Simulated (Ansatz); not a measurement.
```xyz
7

O    -1.362    0.389    0.874
Si   -0.064   -0.357    0.243
F     1.247   -0.133    1.121
S     0.321    0.449   -1.683
H    -1.405    1.346    0.835
H    -0.357   -1.798    0.265
H     1.619    0.102   -1.655
```

Total charge 0; spin multiplicity 1.

(1) List the PBE/def2-TZVPP orbital energies in eV (Ansatz 0.2.0). (An estimate is asked.)

Results:

(1) The calculation gave: Occupied: -2395.97, -1781.36, -660.02, -510.90, -208.95, -155.10, -155.00, -154.88, -138.88, -95.66, -95.64, -95.57, -29.76, -25.68, -18.50, -14.49, -12.54, -11.12, -10.98, -10.62, -9.50, -9.25, -8.46, -7.94, -6.67. Lowest empty: -0.85, -0.05, 0.12, 0.27, 1.51, 1.98, 3.43, 4.00.
